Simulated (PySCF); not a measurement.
Species: C5H4O2S.
SMILES with atom numbers: `[O:1]=[C:2]([OH:3])[c:4]1[cH:5][cH:6][cH:7][s:8]1` (hydrogens: H9 on O3; H10 on C5; H11 on C6; H12 on C7)

The same species was optimised twice, with GFN2-xTB and with PBE0-D3(BJ)/def2-SVP (PySCF), and the same property calculations (PySCF, gas phase) were run on both structures.

```tsv
coordinate	GFN2-xTB	PBE0-D3(BJ)/def2-SVP	change
C2–C4 (Å)	1.455	1.467	+0.012
C6–C7 (Å)	1.364	1.375	+0.011
C5–C6 (Å)	1.404	1.415	+0.011
C4–C5 (Å)	1.372	1.378	+0.006
C4–S8 (Å)	1.731	1.726	-0.005
C2–O3 (Å)	1.345	1.341	-0.004
O1=C2 (Å)	1.207	1.205	-0.002
C7–S8 (Å)	1.711	1.710	-0.001
C2–C4–S8 (°)	121.6	123.2	+1.6
C2–C4–C5 (°)	126.7	125.3	-1.4
C4–S8–C7 (°)	90.7	91.5	+0.8
O1–C2–C4 (°)	124.8	124.3	-0.5
O1–C2–O3 (°)	122.7	123.1	+0.4
C6–C7–S8 (°)	112.8	112.4	-0.4
C5–C6–C7 (°)	112.4	112.1	-0.3
C5–C4–S8 (°)	111.7	111.5	-0.2
O1–C2–C4–C5 (°)	0	0	0
```

Rotational constants: A = 3763, B = 1450, C = 1047 MHz (GFN2-xTB) against A = 3761, B = 1433, C = 1038 MHz (PBE0-D3(BJ)/def2-SVP). Point groups within 0.08 Å: Cs and Cs.

On the GFN2-xTB structure: HOMO (eV) -7.39 [PBE0/pcSseg-1]; LUMO (eV) -1.69 [PBE0/pcSseg-1]; dipole (D) 2.00 [PBE0/pcSseg-1]; GIAO shielding of O1 (ppm) -70.3 [PBE0/pcSseg-1]; GIAO shielding of C2 (ppm) 21.2 [PBE0/pcSseg-1]; GIAO shielding of O3 (ppm) 134.0 [PBE0/pcSseg-1]; GIAO shielding of C4 (ppm) 47.4 [PBE0/pcSseg-1]; GIAO shielding of C5 (ppm) 45.1 [PBE0/pcSseg-1]; GIAO shielding of C6 (ppm) 54.7 [PBE0/pcSseg-1]; GIAO shielding of C7 (ppm) 44.0 [PBE0/pcSseg-1]; GIAO shielding of S8 (ppm) 259.6 [PBE0/pcSseg-1].

**Question.** What do these properties become on the PBE0-D3(BJ)/def2-SVP structure?

**Answer.** 
```tsv
property	level	on GFN2-xTB	on PBE0-D3(BJ)/def2-SVP	change
HOMO (eV)	PBE0/pcSseg-1	-7.39	-7.38	+0.01
LUMO (eV)	PBE0/pcSseg-1	-1.69	-1.67	+0.02
dipole (D)	PBE0/pcSseg-1	2.00	1.91	-0.09
energy, GFN2-xTB geometry as zero (kcal/mol)	PBE0/pcSseg-1	0.0	-0.5	-0.5
GIAO shielding of O1 (ppm)	PBE0/pcSseg-1	-70.3	-65.6	+4.7
GIAO shielding of C2 (ppm)	PBE0/pcSseg-1	21.2	21.0	-0.2
GIAO shielding of O3 (ppm)	PBE0/pcSseg-1	134.0	132.1	-1.9
GIAO shielding of C4 (ppm)	PBE0/pcSseg-1	47.4	46.9	-0.5
GIAO shielding of C5 (ppm)	PBE0/pcSseg-1	45.1	42.5	-2.6
GIAO shielding of C6 (ppm)	PBE0/pcSseg-1	54.7	52.0	-2.7
GIAO shielding of C7 (ppm)	PBE0/pcSseg-1	44.0	43.1	-0.9
GIAO shielding of S8 (ppm)	PBE0/pcSseg-1	259.6	262.8	+3.2
```

The heavy atoms differ by 0.018 Å rms after alignment. Among bonds between heavy atoms C2–C4, C5–C6 and C6–C7 change most and about equally (+0.011 to +0.012 Å). Changes are differences of the printed values. Neither structure is proved a minimum here.

The values belong to the conformer `[O:1]=[C:2]([OH:3])[c:4]1[cH:5][cH:6][cH:7][s:8]1`: O1–C2–C4–C5 0°, H–O3–C2–O1 0°.
